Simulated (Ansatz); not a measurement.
Reaction (formal exchange of groups at the Se–C bond): `C=C[Se]CO` + `F[SiH](F)F` → `C=C[Se][Si](F)(F)F` + CH₃OH

Computed with Ansatz on PBE0-D4/def2-TZVP structures; ΔE is electronic, products minus reactants. CBS: MP2 limit from def2 TZ/QZ plus the TZ coupled-cluster correction, frozen cores. This one scheme is used for every species. Functionals use def2-TZVPP. B3LYP here is the variant with VWN-RPA as its local correlation; programs differ in this. For Se outer-core shells are correlated without core-valence functions, which leaves a few kJ/mol of doubt a bond. Scalar relativity is left out up to krypton. One conformer a species, not always the lowest.

(1) Is it downhill or uphill in electronic energy at CCSD(T)/CBS, and by how much? (An estimate is asked.)

(2) What do these levels give: B3LYP-D4, ωB97M-V, PBE, r2SCAN, HF/def2-TZVPP, CCSD/def2-TZVPP, CCSD(T)/def2-TZVPP, HF/def2-QZVPP, MP2/def2-QZVPP, SCS-MP2/def2-QZVPP, HF/CBS(def2), CCSD/CBS(def2)? (Best estimate.)

Largest T1 diagnostic among the species: 0.012.

Results:

(1) Ansatz gave: Downhill: ΔE = -78.2 kJ/mol.

(2) Ansatz gave: B3LYP-D4 -77.9, ωB97M-V -80.8, PBE -69.9, r2SCAN -76.0, HF/def2-TZVPP -81.4, CCSD/def2-TZVPP -75.2, CCSD(T)/def2-TZVPP -73.2, HF/def2-QZVPP -80.9, MP2/def2-QZVPP -75.8, SCS-MP2/def2-QZVPP -74.5, HF/CBS(def2) -80.8, CCSD/CBS(def2) -80.1 kJ/mol.

From PBE to PBE0 (25 % exact exchange), in def2-TZVPP and without D4, ΔE moves by −6.8 kJ/mol. The D4 term adds −6.8 kJ/mol with B3LYP and −3.7 kJ/mol with PBE0; it sums over pairs of atoms, weighted by their polarisabilities, and B3LYP, whose exchange is more repulsive, gets the larger term. In def2-TZVPP, CCSD(T) changes the Hartree–Fock value by +8.2 kJ/mol (the triples alone add +1.9 kJ/mol) and MP2 by +8.3 kJ/mol.
